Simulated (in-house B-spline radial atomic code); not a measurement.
What moves the levels of neutral copper ([Ar] 3d10 4s1)? Method: Dirac-Hartree-Fock, average of configuration, Fermi nucleus of rms radius 3.8823 fm. Calculated with a B-spline radial code for spherical atoms.

Baseline run (computed): total energy -1653.4551 hartree, 1s1/2 at -332.6543 hartree, 4s1/2 at -6.6606 eV with <r> = 3.262 bohr.

Scaling the speed of light c (a factor of 100 is close to the non-relativistic limit):

```
c/c0  ΔE (hartree)  4s1/2 level (eV)  4s1/2 <r> (bohr)
0.95       -1.6049          -6.68019             3.254
0.98      -0.61162          -6.66808             3.259
1.02       0.57497          -6.65367             3.264
   3        12.917          -6.50785             3.324
 100        14.495          -6.48972             3.331
```

Changing the nucleus:

```json
{"nucleus": "Gaussian nucleus of rms radius 3.8823 fm", "ΔE (eV)": "-0.000201"}
{"nucleus": "Gaussian nucleus of rms radius 0.01 fm", "ΔE (eV)": "-0.2"}
{"nucleus": "Fermi nucleus of rms radius 3.8047 fm", "ΔE (eV)": "-0.00772"}
{"nucleus": "Fermi nucleus of rms radius 3.9599 fm", "ΔE (eV)": "0.00787"}
```

A larger nucleus binds the electrons less, roughly as the density at the nucleus times the change of the nuclear <r²>. At equal rms radius the shape enters only through higher moments. A radius of 0.01 fm is nearly a point.

(1) The nuclear charge is raised by 0.1. What does the Hellmann-Feynman theorem predict for the energy, and what is found?

Answers

(1) dE/dZ ≈ -Σ<1/r>, which is -137.619 at the start and -138.271 at the end; their mean times 0.1 is -13.795 hartree, and the two runs differ by -13.795 hartree.
